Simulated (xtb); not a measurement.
allene (C3H4), singlet, geometry from GFN2-xTB. Base run: GFN2-xTB run with xtb.

xtb was given this input:
```
$ xtb mol.xyz --gfn 2 --json

# file mol.xyz
7

C     -0.00000000    -0.00000000     0.00000000
C     -0.02428489    -0.00797595     1.29323327
C      0.02428489     0.00797595    -1.29323327
H     -0.02279966     0.90521058     1.86629685
H     -0.04707169    -0.92815861     1.85453385
H      0.95147753    -0.00077006    -1.84327965
H     -0.88160618     0.02371808    -1.87755105
```

Variants of this job, named by their change:

```tsv
change	ΔE vs base (kJ/mol)	HOMO-LUMO gap (eV)	G_solv (kcal/mol)	SCF cycles
base	0.00	5.63	-	9
acc = 0.0001	0.00	5.63	-	13
etemp = 3000	0.00	5.63	-	9
file = coord	0.00	5.63	-	9
gbsa = chcl3	-10.42	5.62	-2.50	9
alpb = benzene	-9.63	5.62	-2.30	9
gbsa = toluene	-9.72	5.62	-2.33	9
```

ALPB and GBSA are two models with their own fitted parameters for each solvent, which aren't always the measured dielectric constant.
